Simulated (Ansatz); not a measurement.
A run on FGaH6O2Si2 (`[F][Ga]([O][SiH3])[O][SiH3]`) with other settings.

```yaml
crystal:
  periodic: [false, false, false]
  atoms:
    - {symbol: F, position_ang: [-1.802212, 1.991783, 2.282376]}
    - {symbol: Ga, position_ang: [-0.917979, 1.013416, 1.161361]}
    - {symbol: O, position_ang: [-0.972647, -0.726797, 1.372559]}
    - {symbol: Si, position_ang: [-0.436585, -2.070559, 0.600946]}
    - {symbol: O, position_ang: [-0.025973, 1.827606, -0.110344]}
    - {symbol: Si, position_ang: [1.007038, 1.440114, -1.323250]}
    - {symbol: H, position_ang: [0.928294, -2.423315, 1.071592]}
    - {symbol: H, position_ang: [-1.369436, -3.185257, 0.897674]}
    - {symbol: H, position_ang: [-0.389910, -1.846440, -0.871013]}
    - {symbol: H, position_ang: [1.875917, 2.612438, -1.590491]}
    - {symbol: H, position_ang: [1.854488, 0.277044, -0.938607]}
    - {symbol: H, position_ang: [0.249016, 1.089976, -2.552814]}
basis:
  gaussian: {orbitals: def2-TZVPD, final_grid: {core_spheres: 5, valence_spheres: 4, degree: 11}}
hamiltonian: {xc: {name: PBE-QIDH}}
```

```sh
$ ansatz run in.yaml --threads 4 --pin off --events-out ev --progress --plain --max-ram 11315MiB
```

It prints (some lines left out):

```
Functional definition: PBE-QIDH
2066 factors; integrals over basis functions are off by at most 1.0e-3 eV
mean field evaluation 1: about -74995.8432 eV, gradient 6.7e1 eV
mean field evaluation 2: about -74995.9448 eV, gradient 6.7e1 eV
mean field evaluation 4: about -75003.1050 eV, gradient 4.1e0 eV
mean field evaluation 8: about -75003.1547 eV, gradient 4.9e-1 eV
mean field evaluation 16: about -75003.1551 eV, gradient 9.8e-5 eV
mean field -75003.15507961 eV, -2756.3151102113 hartree, gradient 3.9e-6 eV, S^2 0.000000; 0 other end points of the search recorded, 0 dependent functions left out
22 core orbitals not correlated: weight in the atoms' cores, before any rotation towards them, 1.000 or more for the frozen orbitals, at most 0.000 for the correlated occupied ones
reference -75003.15509840 eV, -2756.3151109018 hartree; 23, 23 occupied and 269, 269 virtual orbitals, 2066 factors
second order -36.18837455 eV of doubles, -0.00000000 eV of singles
Total energy: -75015.21788992 eV, -2756.7584103135 hartree
```

Run time 9 s (4 threads of an Intel Xeon Platinum 8488C on a shared host); peak host memory 1.3 GiB.
